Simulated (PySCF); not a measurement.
PySCF input for Si(H)2(NH2)2 (H₆N₂Si), SMILES N[SiH2]N, PBE0-D3(BJ)/def2-TZVP. Geometry: PBE0-D3(BJ)/def2-TZVP. One conformer was computed; it need not be the lowest.

```python
import numpy as np
from pyscf import gto, scf, dft, df
from pyscf.hessian import thermo

mol = gto.M(
    atom='''
    Si   -0.00000000    0.00000000   -0.49889710
    N     1.38831298    0.00485417    0.50114707
    N    -1.38831298   -0.00485418    0.50114707
    H    -0.21077237    1.18763078   -1.37764213
    H     0.21077236   -1.18763078   -1.37764214
    H     1.54938796    0.73465623    1.17549852
    H     2.24588441   -0.41637119    0.18639378
    H    -2.24588440    0.41637119    0.18639379
    H    -1.54938795   -0.73465622    1.17549852
    ''',
    basis='def2-TZVP',
    charge=0,
    spin=0,
    max_memory=1600,
    verbose=3,
)
mf = dft.RKS(mol, xc='pbe0').density_fit(auxbasis='def2-universal-jkfit')
mf.disp = 'd3bj'
mf.grids.level = 3
mf.conv_tol = 1e-11
mf.max_cycle = 100
mf.kernel()

# [left out here: the lines that compute and print the analytic Hessian (its translational invariance restored by hand, since the grid's response is missing), thermochemistry and intensities]
```

It prints:

```
converged SCF energy = -402.471080863275

WARN: DFTD3 does not support analytical Hessian, using finite difference


WARN: Mole.unit (angstrom) is changed to Bohr

Mode                                 0                   1                   2
Irrep
Freq [cm^-1]                      206.2247            252.2333            334.4928
Reduced mass [au]                   1.9839              1.0346              1.1614
Force const [Dyne/A]                0.0497              0.0388              0.0766
Char temp [K]                     296.7114            362.9076            481.2607
Normal mode                   x     y     z       x     y     z       x     y     z
       0  Si                 0.00  0.00  0.07    0.00  0.03 -0.00   -0.00  0.00  0.03
       1   N                 0.09  0.04 -0.06   -0.01 -0.00 -0.00    0.03 -0.05  0.02
       2   N                -0.09 -0.04 -0.06   -0.01 -0.00  0.00   -0.03  0.05  0.02
       3   H                -0.00  0.02  0.10    0.03  0.03 -0.00    0.06  0.01  0.02
       4   H                 0.00 -0.02  0.10    0.03  0.03  0.00   -0.06 -0.01  0.02
       5   H                 0.31  0.09 -0.18    0.25  0.10 -0.18    0.11  0.18 -0.24
       6   H                -0.05 -0.30  0.01   -0.19 -0.53  0.23    0.10  0.38 -0.41
       7   H                 0.05  0.30  0.01   -0.19 -0.53 -0.23   -0.10 -0.38 -0.41
       8   H                -0.31 -0.09 -0.18    0.26  0.10  0.18   -0.11 -0.18 -0.24
Mode                                 3                   4                   5
Irrep
Freq [cm^-1]                      348.8273            422.2218            599.3360
Reduced mass [au]                   1.2842              1.3447              1.1130
Force const [Dyne/A]                0.0921              0.1412              0.2355
Char temp [K]                     501.8848            607.4832            862.3110
Normal mode                   x     y     z       x     y     z       x     y     z
       0  Si                -0.00  0.02 -0.00    0.00  0.00  0.04    0.01 -0.05 -0.00
       1   N                -0.01 -0.06  0.07    0.06  0.00 -0.06    0.00  0.02 -0.02
       2   N                -0.01 -0.06 -0.07   -0.06 -0.00 -0.06    0.00  0.02  0.02
       3   H                 0.03  0.03  0.01   -0.07 -0.04  0.00   -0.03  0.28  0.45
       4   H                 0.03  0.03 -0.01    0.07  0.04  0.00   -0.03  0.28 -0.45
       5   H                 0.18  0.32 -0.38   -0.07 -0.38  0.38   -0.19  0.19 -0.16
       6   H                -0.00  0.18 -0.26    0.10  0.16 -0.17    0.09  0.03  0.23
       7   H                -0.00  0.18  0.26   -0.10 -0.16 -0.17    0.09  0.03 -0.23
       8   H                 0.18  0.32  0.38    0.07  0.38  0.38   -0.19  0.19  0.16
Mode                                 6                   7                   8
Irrep
Freq [cm^-1]                      682.2306            813.5377            821.2280
Reduced mass [au]                   1.0885              1.2327              3.3970
Force const [Dyne/A]                0.2985              0.4807              1.3498
Char temp [K]                     981.5779           1170.4996           1181.5642
Normal mode                   x     y     z       x     y     z       x     y     z
       0  Si                 0.00  0.00  0.00    0.01 -0.05 -0.00   -0.00 -0.00  0.08
       1   N                 0.05  0.01 -0.02   -0.04  0.05 -0.01   -0.12  0.02 -0.07
       2   N                -0.05 -0.01 -0.02   -0.04  0.05  0.01    0.12 -0.02 -0.07
       3   H                 0.54  0.13  0.06    0.42  0.15  0.17    0.19  0.06  0.10
       4   H                -0.54 -0.13  0.06    0.42  0.15 -0.17   -0.19 -0.06  0.10
       5   H                -0.23  0.07 -0.02    0.20 -0.11  0.10   -0.05 -0.04 -0.03
       6   H                 0.18  0.09  0.22   -0.17 -0.02 -0.29   -0.18 -0.01 -0.18
       7   H                -0.18 -0.09  0.22   -0.17 -0.02  0.29    0.18  0.01 -0.18
       8   H                 0.23 -0.07 -0.02    0.20 -0.11 -0.10    0.05  0.04 -0.03
Mode                                 9                  10                  11
Irrep
Freq [cm^-1]                      889.5226            900.8331            981.2661
Reduced mass [au]                   2.8689              1.3853              1.5211
Force const [Dyne/A]                1.3375              0.6624              0.8629
Char temp [K]                    1279.8249           1296.0982           1411.8235
Normal mode                   x     y     z       x     y     z       x     y     z
       0  Si                -0.09 -0.03 -0.00    0.00 -0.00 -0.06    0.09 -0.02 -0.00
       1   N                 0.09  0.03  0.09    0.00  0.05  0.06   -0.05  0.03  0.01
       2   N                 0.09  0.03 -0.09   -0.00 -0.05  0.06   -0.05  0.03 -0.01
       3   H                -0.21  0.05  0.13    0.34  0.06 -0.05   -0.48 -0.01  0.13
       4   H                -0.21  0.05 -0.13   -0.34 -0.06 -0.05   -0.48 -0.01 -0.13
       5   H                 0.24 -0.07  0.15    0.33 -0.13  0.18    0.11 -0.05  0.04
       6   H                 0.02 -0.03 -0.02   -0.15 -0.06 -0.23   -0.15 -0.03 -0.19
       7   H                 0.02 -0.03  0.02    0.15  0.06 -0.23   -0.15 -0.03  0.19
       8   H                 0.24 -0.07 -0.15   -0.33  0.13  0.18    0.11 -0.05 -0.04
Mode                                12                  13                  14
Irrep
Freq [cm^-1]                      987.1491           1573.6517           1577.1670
Reduced mass [au]                   1.0617              1.1244              1.1149
Force const [Dyne/A]                0.6096              1.6406              1.6340
Char temp [K]                    1420.2878           2264.1345           2269.1922
Normal mode                   x     y     z       x     y     z       x     y     z
       0  Si                 0.00 -0.00  0.04    0.01 -0.00  0.00   -0.00  0.00  0.01
       1   N                -0.00  0.00 -0.00   -0.06 -0.01 -0.03   -0.05 -0.01 -0.03
       2   N                 0.00 -0.00 -0.00   -0.06 -0.01  0.03    0.05  0.01 -0.03
       3   H                 0.14 -0.39 -0.54   -0.00  0.01  0.00    0.00 -0.02  0.00
       4   H                -0.14  0.39 -0.54   -0.00  0.01 -0.00   -0.00  0.02  0.00
       5   H                -0.01  0.03 -0.03    0.46 -0.12 -0.01    0.45 -0.12 -0.01
       6   H                -0.01 -0.03  0.02    0.22  0.27  0.31    0.22  0.27  0.32
       7   H                 0.01  0.03  0.02    0.22  0.27 -0.31   -0.23 -0.27  0.32
       8   H                 0.01 -0.03 -0.03    0.46 -0.12  0.01   -0.45  0.12 -0.01
Mode                                15                  16                  17
Irrep
Freq [cm^-1]                     2175.1887           2190.5727           3612.9242
Reduced mass [au]                   1.0512              1.0297              1.0491
Force const [Dyne/A]                2.9304              2.9111              8.0681
Char temp [K]                    3129.6122           3151.7463           5198.1934
Normal mode                   x     y     z       x     y     z       x     y     z
       0  Si                 0.01 -0.04 -0.00    0.00 -0.00  0.03    0.00 -0.00 -0.00
       1   N                 0.00 -0.00 -0.00    0.00  0.00  0.00    0.03  0.01  0.02
       2   N                 0.00 -0.00  0.00   -0.00 -0.00  0.00   -0.03 -0.01  0.02
       3   H                -0.09  0.55 -0.41   -0.09  0.56 -0.40   -0.00  0.00 -0.00
       4   H                -0.09  0.55  0.41    0.09 -0.56 -0.40    0.00 -0.00 -0.00
       5   H                -0.01 -0.00 -0.00    0.01 -0.00  0.00   -0.07 -0.37 -0.35
       6   H                -0.00 -0.01 -0.00    0.01  0.00  0.01   -0.38  0.20  0.15
       7   H                -0.00 -0.01  0.00   -0.01 -0.00  0.01    0.39 -0.21  0.15
       8   H                -0.01 -0.00  0.00   -0.01  0.00  0.00    0.07  0.37 -0.35
Mode                                18                  19                  20
Irrep
Freq [cm^-1]                     3614.0945           3712.2086           3713.1528
Reduced mass [au]                   1.0490              1.0963              1.0962
Force const [Dyne/A]                8.0727              8.9010              8.9051
Char temp [K]                    5199.8773           5341.0417           5342.4002
Normal mode                   x     y     z       x     y     z       x     y     z
       0  Si                 0.00 -0.00  0.00    0.00 -0.00 -0.00   -0.00  0.00 -0.00
       1   N                -0.03 -0.01 -0.02    0.03 -0.04 -0.03   -0.03  0.04  0.03
       2   N                -0.03 -0.01  0.02   -0.02  0.04 -0.03   -0.03  0.04 -0.03
       3   H                 0.00  0.00  0.00    0.00 -0.00  0.00    0.00 -0.00  0.00
       4   H                 0.00  0.00 -0.00   -0.00  0.00  0.00    0.00 -0.00 -0.00
       5   H                 0.07  0.37  0.35    0.08  0.32  0.30   -0.08 -0.32 -0.30
       6   H                 0.39 -0.21 -0.15   -0.43  0.21  0.15    0.43 -0.21 -0.15
       7   H                 0.38 -0.20  0.15    0.43 -0.21  0.15    0.43 -0.21  0.15
       8   H                 0.07  0.37 -0.35   -0.08 -0.32  0.30   -0.08 -0.32  0.30
temperature 298.1500 [K]
pressure 101325.00 [Pa]
Rotational constants [GHz] 20.22366 6.88770 5.62780
Symmetry number 2
Zero-point energy (ZPE) 0.06927 [Eh]   181880.608 [J/mol]
                           tot       elec      trans        rot        vib
Entropy [J/mol/K]       289.570      0.000    160.248     92.694     36.628
Cv [J/mol/K]             80.456      0.000     12.472     12.472     55.513
Cp [J/mol/K]             88.770      0.000     20.786     12.472     55.513
Internal energy [J/mol]                      3718.434   3718.434 188936.724
Internal energy [Eh]   -402.39629  -402.47108
Enthalpy [J/mol]                             6197.391   3718.434 188936.724
Enthalpy [Eh]          -402.39534
Gibbs free energy [J/mol]                  -41580.460 -23918.273 178016.019
Gibbs free energy [Eh] -402.42823
mode   freq/cm-1   IR/(km/mol)
   1      206.22         1.927
   2      252.23        40.264
   3      334.49       147.182
   4      348.83       146.171
   5      422.22        84.183
   6      599.34        23.557
   7      682.23         1.354
   8      813.54        59.579
   9      821.23        20.045
  10      889.52        53.116
  11      900.83        41.718
  12      981.27       297.533
  13      987.15        96.827
  14     1573.65       114.417
  15     1577.17        14.539
  16     2175.19       212.087
  17     2190.57       139.715
  18     3612.92        11.221
  19     3614.09        33.994
  20     3712.21        16.017
  21     3713.15        40.676
max |gradient| / (hartree/bohr): 6.203394395273623e-05
APT charges: [ 1.5189 -0.8221 -0.8221 -0.3069 -0.3069  0.189   0.1807  0.1807  0.189 ]
```

The calculation finished and met its thresholds.

Cost: roughly 110 core-seconds.
